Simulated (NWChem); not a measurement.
Program: NWChem. System: tin monoxide (OSn), charge 0, spin multiplicity 1, at a geometry optimised with PBE0/def2-SVP with def2 effective core potentials on Sn. Level: RHF/def2-TZVP with def2 effective core potentials on Sn.

Part of the output:

```
             Northwest Computational Chemistry Package (NWChem) 7.3.0
             --------------------------------------------------------

                                NWChem Input Module
                                -------------------

 Scaling coordinates for geometry "geometry" by  1.889725989
 (inverse scale =  0.529177249)

 Turning off AUTOSYM since
 SYMMETRY directive was detected!

                             Geometry "geometry" -> ""
                             -------------------------

 Output coordinates in angstroms (scale by  1.889725989 to convert to a.u.)

  No.       Tag          Charge          X              Y              Z
 ---- ---------------- ---------- -------------- -------------- --------------
    1 Sn                  50.0000     0.00000000     0.00000000     0.25356600
    2 O                    8.0000     0.00000000     0.00000000    -1.58478900

 Effective nuclear repulsion energy (a.u.)     115.1414713697

            Nuclear Dipole moment (a.u.)
            ----------------------------
        X                 Y               Z
 ---------------- ---------------- ----------------
     0.0000000000     0.0000000000    -0.0000226767

      Symmetry information
      --------------------

 Group name             C2v
 Group number             16
 Group order               4
 No. of unique centers     2

      Symmetry unique atoms

     1    2


 Summary of "ao basis" -> "" (spherical)
 ------------------------------------------------------------------------------
       Tag                 Description            Shells   Functions and Types
 ---------------- ------------------------------  ------  ---------------------
 *                         def2-tzvp                  on all atoms

 Summary of "ao basis" -> "ao basis" (spherical)
 ------------------------------------------------------------------------------
       Tag                 Description            Shells   Functions and Types
 ---------------- ------------------------------  ------  ---------------------
 Sn                        def2-tzvp                16       50   6s5p3d2f
 O                         def2-tzvp                11       31   5s3p2d1f

                                 NWChem SCF Module
                                 -----------------

  ao basis        = "ao basis"
  functions       =    81
  atoms           =     2
  closed shells   =    15
  open shells     =     0
  charge          =   0.00
[...]
              MO Center=  4.1D-32, -9.4D-16, -1.4D+00, r^2= 1.2D+00
   Bfn.  Coefficient  Atom+Function         Bfn.  Coefficient  Atom+Function
  ----- ------------  ---------------      ----- ------------  ---------------
    57      0.403980  2 O  py                60      0.369889  2 O  py
    63      0.274400  2 O  py                17      0.164827  1 Sn py

 Vector   14  Occ=2.000000D+00  E=-3.986205D-01  Symmetry=b1
              MO Center= -2.6D-16,  2.5D-31, -1.4D+00, r^2= 1.2D+00
   Bfn.  Coefficient  Atom+Function         Bfn.  Coefficient  Atom+Function
  ----- ------------  ---------------      ----- ------------  ---------------
    56      0.403980  2 O  px                59      0.369889  2 O  px
    62      0.274400  2 O  px                16      0.164827  1 Sn px

 Vector   15  Occ=2.000000D+00  E=-3.821042D-01  Symmetry=a1
              MO Center=  2.7D-16, -6.3D-16, -1.7D-01, r^2= 3.0D+00
   Bfn.  Coefficient  Atom+Function         Bfn.  Coefficient  Atom+Function
  ----- ------------  ---------------      ----- ------------  ---------------
     6      0.450301  1 Sn s                 58     -0.314273  2 O  pz
    61     -0.287241  2 O  pz                12     -0.270373  1 Sn pz
     5      0.259590  1 Sn s                 18      0.248211  1 Sn pz
    15      0.244530  1 Sn pz                 2      0.230265  1 Sn s
    64     -0.212742  2 O  pz                 3     -0.182463  1 Sn s

 Vector   16  Occ=0.000000D+00  E= 8.320388D-03  Symmetry=b1
              MO Center= -1.3D-15,  5.6D-31,  3.7D-01, r^2= 5.0D+00
   Bfn.  Coefficient  Atom+Function         Bfn.  Coefficient  Atom+Function
  ----- ------------  ---------------      ----- ------------  ---------------
    19      0.640101  1 Sn px                16      0.301117  1 Sn px
    10     -0.249022  1 Sn px                62     -0.214657  2 O  px
    13      0.213108  1 Sn px                56     -0.163869  2 O  px

 Vector   17  Occ=0.000000D+00  E= 8.320388D-03  Symmetry=b2
              MO Center= -1.4D-30,  3.6D-15,  3.7D-01, r^2= 5.0D+00
   Bfn.  Coefficient  Atom+Function         Bfn.  Coefficient  Atom+Function
  ----- ------------  ---------------      ----- ------------  ---------------
    20      0.640101  1 Sn py                17      0.301117  1 Sn py
    11     -0.249022  1 Sn py                63     -0.214657  2 O  py
    14      0.213108  1 Sn py                57     -0.163869  2 O  py

 Vector   18  Occ=0.000000D+00  E= 8.972864D-02  Symmetry=a1
              MO Center=  4.0D-16,  1.3D-15,  7.6D-01, r^2= 8.3D+00
   Bfn.  Coefficient  Atom+Function         Bfn.  Coefficient  Atom+Function
  ----- ------------  ---------------      ----- ------------  ---------------
    21      1.269379  1 Sn pz                18     -0.604702  1 Sn pz
    34      0.329212  1 Sn d  0              64     -0.181233  2 O  pz
     5     -0.160758  1 Sn s

 center of mass
 --------------
 x =   0.00000000 y =   0.00000000 z =   0.06417789

 moments of inertia (a.u.)
 ------------------
         169.976453285028           0.000000000000           0.000000000000
           0.000000000000         169.976453285028           0.000000000000
           0.000000000000           0.000000000000           0.000000000000

  Mulliken analysis of the total density
  --------------------------------------

    Atom       Charge   Shell Charges
 -----------   ------   -------------------------------------------------------
    1 Sn  22    21.18   0.29 -0.77  1.53  0.95  1.04  0.80 -0.40  6.36  0.48  0.60  0.12  8.96  1.05  0.12  0.04  0.01
    2 O    8     8.82   0.79  1.18  0.59  0.97  0.37  1.74  1.97  1.19  0.00  0.02  0.00

       Multipole analysis of the density wrt the origin
       ------------------------------------------------

     L   x y z        total         open         nuclear
     -   - - -        -----         ----         -------
     0   0 0 0      0.000000      0.000000     30.000000

     1   1 0 0     -0.000000      0.000000      0.000000
     1   0 1 0      0.000000      0.000000      0.000000
     1   0 0 1      2.108477      0.000000    -13.416790

     2   2 0 0    -19.705133      0.000000      0.000000
     2   1 1 0      0.000000      0.000000      0.000000
     2   1 0 1     -0.000000      0.000000      0.000000
     2   0 2 0    -19.705133      0.000000      0.000000
     2   0 1 1      0.000000      0.000000      0.000000
     2   0 0 2    -29.284652      0.000000     76.802720

 Task  times  cpu:        2.4s     wall:        2.4s

 Total times  cpu:        2.4s     wall:        2.4s
```

Write an NWChem input that would produce this output.

This is not unique; one that fits is 
```
start mol
memory heap 200 mb stack 900 mb global 1100 mb
geometry units angstroms nocenter noautoz
  Sn     0.000000     0.000000     0.253566
  O      0.000000     0.000000    -1.584789
  symmetry group C2v
end
basis spherical
  * library def2-tzvp
end
ecp
  Sn library def2-ecp
end
scf
  rhf
  nopen 0
  maxiter 100
  thresh 1e-7
  semidirect memsize 60000000 filesize 0
end
task scf energy
```
